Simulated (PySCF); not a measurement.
An unknown shows these calculated signals:

1H NMR (500 MHz, computed): δ 4.68 (m, 1H), 4.37 (m, 1H), 4.04 (br, 1H), 3.74 (m, 1H), 3.50 (s, 3H), 1.79 (m, 1H), 1.64 (m, 1H).

13C{1H} NMR (computed): δ 94.2 (CH), 58.8 (CH2), 55.3 (CH3), 35.2 (CH2).

Theory: B3LYP/pcJ-1 coupling constants (spin–dipole term only in couplings to heteroatoms), structure optimised with PBE0-D3(BJ)/def2-SVP, KT3/pcSseg-1 with gauge-including orbitals, in PySCF 2.14.0 with density-fitted response routines (one conformer, non-relativistic, isolated molecule, fast rotation and ring inversion assumed for equivalent nuclei).

Shifts are taken against calculated references (same method and geometry level): 1H (σ = 31.32 ppm), 13C (σ = 182.31 ppm) against TMS.

Which of these does the molecule contain: a nitrile, a C≡C triple bond, an aldehyde, a methoxy group?

Results:


- A nitrile: no.
- A C≡C triple bond: no.
- An aldehyde: no.
- A methoxy group: yes (δC 55.3; δH 3.50 (s)).

The data belong to SMILES CO[C@H]1CCOBO1, C$_{4}$H$_{9}$BO$_{3}$; they needn't prove each group on their own.

Carbon signals by region: 3 at 50–100 ppm, 1 below 50 ppm.

Hydrogens on boron are broadened and split by 11B (spin 3/2, 80 %) and 10B (spin 3). Multiplet labels drop couplings under 1 Hz and merge nearly equal ones. Unscaled 3J(H,H) at this level run about 10 % above measured values. Shifts are as computed, not scaled to solution data. Of 1313 compounds with measured shifts, 239 miss one by over three times the rms of a fit or turn the order of signals round; such compounds aren't used in these exercises.
